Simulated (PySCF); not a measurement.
B(F)(OH)(SiH3) (BFH₄OSi), SMILES OB(F)[SiH3]. Atoms are numbered in the order given.

```xyz
8

B      0.0060     0.5716     0.0000
F      1.1852     1.2300     0.0000
O     -1.1451     1.2895     0.0000
H     -0.9712     2.2535     0.0000
Si    -0.0346    -1.4647     0.0000
H     -1.4424    -1.9944     0.0000
H      0.6809    -1.9990    -1.2146
H      0.6809    -1.9990     1.2146
```
Charge 0, spin multiplicity 1.

Geometry optimised at PBE-D3(BJ)/def2-SVP. Other conformers were not sampled.

Calculation: r2SCAN/def2-TZVPD (PySCF).

Mulliken values depend strongly on the basis, most of all with diffuse functions as here. Atomic charges (e):

| atom | IAO | Mulliken |
|---|---|---|
| B1 | 0.40 | 0.62 |
| F2 | -0.33 | -0.33 |
| O3 | -0.53 | -0.41 |
| H4 | 0.37 | 0.29 |
| Si5 | 0.39 | -0.02 |
| H6 | -0.10 | -0.05 |
| H7 | -0.10 | -0.06 |
| H8 | -0.10 | -0.06 |
